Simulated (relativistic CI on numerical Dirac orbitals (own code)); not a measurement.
## Tm2+: 3d photoemission

Computed with this model: Dirac-Coulomb-Breit CI, orbitals from a KLI potential per configuration, QED by a radiative potential, valence Slater integrals scaled by 0.9, multiplet model of photoemission in the sudden approximation; configurations [Xe] 4f13 → [Ar] 3d9 4s2 4p6 4d10 4f13 5s2 5p6; 300 K; Lorentzian 1.26 eV and Gaussian 0.7 eV FWHM. Energies are those of the free ion, without screening or charge transfer. The energies are binding energies and can lie tens of eV above those of solids. S is read from ⟨S²⟩ = S(S + 1).

free ion: ground-state S = 0.50, centroid 1501.46 eV. Peaks (eV, height): 1481.8 (100), 1484.0 (70), 1486.6 (39), 1527.8 (66), 1529.4 (77).

Strongest unbroadened transitions for free ion:

```
Energy (eV)  Relative strength
    1481.58               66.4
    1481.81              100.0
    1483.47               29.0
    1484.04               58.3
    1484.11                2.9
    1484.28               14.3
    1485.21               39.6
    1485.85                9.4
    1486.68               26.7
    1486.82                2.4
    1487.09               20.6
    1526.97               47.4
    1527.58               21.7
    1527.96               51.0
    1528.30                3.5
    1529.30               84.2
    1529.64               35.0
    1530.16                2.8
```
